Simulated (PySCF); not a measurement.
Hf(OH)4 (H4HfO4), SMILES [OH][Hf]([OH])([OH])[OH], multiplicity 1.

Geometry: B3LYP-D3(BJ)/def2-SVP. The spin state was assumed, not searched. The isomer is the one that the SMILES or the coordinates give; other isomers of the formula were not compared. The def2 effective core potentials stand for the cores of Hf; spin–orbit coupling is left out. Other conformers were not sampled.

Level of theory: PySCF with HF/def2-TZVP.

Symmetry labels are those of the subgroup D2 that the program uses (full group Td).

Computed valence orbital energies around the gap with their symmetry:
| orbital | symmetry | energy (eV) |
|---|---|---|
| HOMO−7 | A | -14.02 |
| HOMO−6 | A | -14.02 |
| HOMO−5 | B3 | -13.39 |
| HOMO−4 | B1 | -13.39 |
| HOMO−3 | B2 | -13.39 |
| HOMO−2 | B1 | -12.73 |
| HOMO−1 | B2 | -12.73 |
| HOMO | B3 | -12.73 |
| LUMO | A | 2.25 |
| LUMO+1 | B2 | 4.41 |
| LUMO+2 | B1 | 4.41 |
| LUMO+3 | B3 | 4.41 |
